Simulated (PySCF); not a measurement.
**Computed properties of silanone (H2OSi), SMILES [SiH2]=O**

silanone (H2OSi), SMILES [SiH2]=O. The structure is a stationary point at B3LYP-D3(BJ)/def2-TZVP. One conformer was computed; it need not be the lowest. All values are computed for the isolated molecule unless a solvent is named; none is compared with measurement here.

**Structure.** The optimised structure has C2v symmetry. All 6 harmonic modes at B3LYP-D3(BJ)/def2-TZVP (PySCF) are real, so it is a minimum.

**Vibrations.** The strongest infrared lines (harmonic, unscaled, degenerate partners summed) lie at 2239 cm⁻¹ (134 km/mol, H 95 %), 1231 cm⁻¹ (77 km/mol, O 60 %, Si 36 %), 688 cm⁻¹ (65 km/mol, H 79 %, Si 12 %, O 9 %). The softest mode is at 688 cm⁻¹ and the zero-point energy is 11.6 kcal/mol.

**Electronic structure.** CAM-B3LYP/def2-TZVPD (PySCF) places the frontier levels at -9.75 and -1.27 eV, a gap of 8.48 eV, and gives a dipole moment of 3.94 D and a mean polarisability of 30.1 bohr³. PBE/def2-TZVPD (PySCF) at the same geometry gives -6.81 and -3.19 eV, so its gap is 4.86 eV narrower. An orbital gap is neither the optical nor the fundamental gap.

**Excitations.** TDDFT-B3LYP/def2-TZVPD (PySCF) has S1 at 4.00 eV (310 nm, f = 0.000, dark); the most intense of the 10 singlets computed lies at 8.24 eV (f = 0.16). T1 (TDA) is at 3.65 eV. TDDFT-PBE/def2-TZVPD (PySCF) puts S1 at 3.74 eV. No vertical singlet excitation falls in the visible range (under 3.1 eV).

**NMR.** GIAO shifts at PBE0/pcSseg-2 (PySCF) (non-relativistic, atoms alike by connectivity averaged): ¹H at 6.7 ppm against TMS; ²⁹Si at 88.8 ppm against TMS.

**Solvation.** SMD-ωB97X/6-31G* (PySCF) gives -8.7 kcal/mol in water, -2.9 kcal/mol in n-hexane, -5.9 kcal/mol in cyclohexanone (1 M in both phases, gas-phase geometry); of these solvents water holds the molecule best.
